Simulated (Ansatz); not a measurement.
Cost and result for the atomization energy of C2H9AlSSi (14 atoms, 14 bonds).

Z-matrix (Å, degrees):
```
C
S 1 1.815
H 1 1.090 2 110.9
H 1 1.089 2 107.7 3 -119.3
H 1 1.089 2 109.0 3 121.2
Si 2 2.275 1 99.6 3 -39.9
Al 2 2.459 1 99.7 3 21.9
C 6 1.875 2 106.6 1 -142.7
H 6 1.493 2 101.7 1 -28.1
H 7 1.587 2 109.0 1 155.4
H 7 1.588 2 106.4 1 18.5
H 8 1.094 6 109.3 2 -177.6
H 8 1.092 6 110.6 2 -59.2
H 8 1.092 6 111.7 2 62.4
```

The species carries charge 0 and has multiplicity 1. The bonds changed during the relaxation, so this is another structure than the one it started from. The structure was optimised at the PBE0-D4/def2-TZVP level. It is one conformer, not always the lowest. Program: Ansatz. All runs use 4 threads of an Arm Neoverse V2 on a shared host. Times are those of one run each, without the atoms' runs, and a repeat can differ threefold. Electronic energies, without spin–orbit coupling; frozen cores. CCSD(T)/CBS adds CCSD(T) − MP2 in def2-TZVPP to the MP2 limit, and its time is that of the two runs behind it. T1 = 0.012. B3LYP takes the VWN-RPA correlation (the form of Gaussian; ORCA's B3LYP/G). HSE06 is the plane-wave form, built on full-range PBE exchange.

CCSD(T)/CBS is a level of theory with its own doubt, some kJ/mol a heavy atom from the limit and from the frozen cores, so smaller differences don't rank the functionals.

```csv
level,functions,wall time
BLYP-D4/def2-TZVPP,314,3 s
PBE-D4/def2-TZVPP (with forces),314,3.6 s
HSE06-D4/def2-TZVPP,314,6 s
CAM-B3LYP-D4/def2-TZVPP,314,6.5 s
r2SCAN-D4/def2-TZVPP (with forces),314,7 s
CCSD(T)/def2-SVP,127,7.5 s
B3LYP-D4/def2-TZVPP (with forces),314,8.5 s
r2SCANh-D4/def2-TZVPP,314,8.5 s
ωB97X-V/def2-TZVPP,314,13 s
B97M-V/def2-TZVPP,314,14 s
MP2/def2-QZVPP,594,41 s
CCSD(T)/def2-TZVPP,314,15 min
CCSD(T)/CBS(def2),–,15 min
```

Problem. What atomization energy does each give, and how far from CCSD(T)/CBS? (An estimate is asked.)

Solution. The calculation gave: 
| level | atomization (kJ/mol) | difference from CCSD(T)/CBS | per bond |
| --- | --- | --- | --- |
| BLYP-D4/def2-TZVPP | 4592.4 | -54.2 | -3.9 |
| PBE-D4/def2-TZVPP (with forces) | 4677.9 | 31.3 | 2.2 |
| HSE06-D4/def2-TZVPP | 4646.1 | -0.5 | 0.0 |
| CAM-B3LYP-D4/def2-TZVPP | 4640.1 | -6.5 | -0.5 |
| r2SCAN-D4/def2-TZVPP (with forces) | 4665.9 | 19.3 | 1.4 |
| CCSD(T)/def2-SVP | 4377.7 | -268.9 | -19.2 |
| B3LYP-D4/def2-TZVPP (with forces) | 4633.0 | -13.6 | -1.0 |
| r2SCANh-D4/def2-TZVPP | 4649.2 | 2.6 | 0.2 |
| ωB97X-V/def2-TZVPP | 4668.4 | 21.8 | 1.6 |
| B97M-V/def2-TZVPP | 4697.2 | 50.6 | 3.6 |
| MP2/def2-QZVPP | 4612.0 | -34.6 | -2.5 |
| CCSD(T)/def2-TZVPP | 4530.5 | -116.1 | -8.3 |
| CCSD(T)/CBS(def2) | 4646.6 | 0.0 | 0.0 |

From PBE to PBE0 (25 % exact exchange), in def2-TZVPP and without D4, the atomization energy moves by −28.9 kJ/mol: exact exchange takes away binding that semilocal exchange gives to molecules. The D4 term adds +58.5 kJ/mol with B3LYP and +30.9 kJ/mol with PBE0; it sums over pairs of atoms, weighted by their polarisabilities, and B3LYP, whose exchange is more repulsive, gets the larger term. At CCSD(T), def2-SVP lies −268.9 kJ/mol from the extrapolated value and def2-TZVPP −116.1 kJ/mol: correlation converges slowly with the basis, and small sets miss more of it in the bonded molecule than in its fragments.
